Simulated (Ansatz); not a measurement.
C$_{3}$H$_{6}$, charge +1, doublet, at a GFN2-xTB geometry (a state made from the parent by changing its charge; the spin is typed, not shown lowest); Ansatz (a first-principles code) with B3LYP/aug-cc-pVDZ.

Input for Ansatz:
Ansatz 0.2 input:
```yaml
crystal:
  periodic: [false, false, false]
  atoms:
    - {symbol: C, position_ang: [-1.20737674, 0.05679404, -0.23099301]}
    - {symbol: C, position_ang: [0.08149985, 0.01376709, 0.43060907]}
    - {symbol: C, position_ang: [1.30248053, -0.08335099, -0.14521574]}
    - {symbol: H, position_ang: [-1.90844225, -0.68637557, 0.17911264]}
    - {symbol: H, position_ang: [-1.70998107, 0.99470355, 0.05610396]}
    - {symbol: H, position_ang: [-1.14667474, -0.07339176, -1.30958177]}
    - {symbol: H, position_ang: [0.04418095, 0.06742610, 1.52303029]}
    - {symbol: H, position_ang: [1.50139258, 0.26564072, -1.15435202]}
    - {symbol: H, position_ang: [2.15990263, -0.49126387, 0.37928506]}
basis:
  gaussian:
    orbitals: aug-cc-pVDZ
    final_grid: {core_spheres: 6, valence_spheres: 12, degree: 29}
hamiltonian:
  xc: b3lyp
total_charge: 1
magnetization: {spin_polarized: true, initial_magnetization: 1}
```

Task: Predict the main parts of the log of this Ansatz run.

Result: 
```
Functional definition: B3LYP
1086 factors; their error is unknown
mean field evaluation 1: about -3186.9244 eV, gradient 4.9e1 eV
mean field evaluation 2: about -3184.2703 eV, gradient 5.2e1 eV
mean field evaluation 4: about -3199.1286 eV, gradient 3.7e0 eV
mean field evaluation 8: about -3199.1923 eV, gradient 3.6e-2 eV
mean field evaluation 16: about -3199.1840 eV, gradient 3.0e-5 eV
mean field -3199.18403158 eV, -117.5678446759 hartree, gradient 3.0e-5 eV, S^2 0.753308; 0 other end points of the search recorded, 0 dependent functions left out
reference -3199.18428712 eV, -117.5678540666 hartree; 12, 11 occupied and 111, 112 virtual orbitals, 1086 factors
Total energy: -3199.18428712 eV, -117.5678540666 hartree
```
